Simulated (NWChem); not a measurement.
System: CH$_{3}$IOTe; SMILES CO[Te]I

Input file for NWChem:

```
start job
memory heap 200 mb stack 900 mb global 1100 mb
geometry units angstroms noautoz
  Te     0.597951     1.019222    -0.035425
  I      0.020189    -1.635189     0.003261
  O     -1.137407     1.761601     0.577273
  C     -2.218456     1.761617    -0.323162
  H     -2.549629     0.736993    -0.572189
  H     -3.049751     2.277389     0.183633
  H     -1.991955     2.294545    -1.264110
end
basis spherical
  * library def2-svpd
end
ecp
  Te library def2-ecp
  I library def2-ecp
end
dft
  xc xpbe96 cpbe96
  iterations 150
end
tddft
  cis
  nroots 6
  notriplet
end
task tddft energy
```

Coordinates come from a PBE0/def2-SVP optimisation. Not confirmed as a minimum by frequencies. def2 effective core potentials on Te, I; no spin-orbit coupling.

Vertical excitations in the gas phase.

Question: What results follow from this input? (PBE/def2-SVPD with def2 effective core potentials on Te, I, TDA.) Quantities: lowest excitation, singlet (eV); oscillator strength of that lowest state; orbital gap (eV).

Answer: 
* **lowest excitation, singlet (eV)**: 2.05
* **oscillator strength of that lowest state**: 0.002
* **orbital gap (eV)**: 1.72
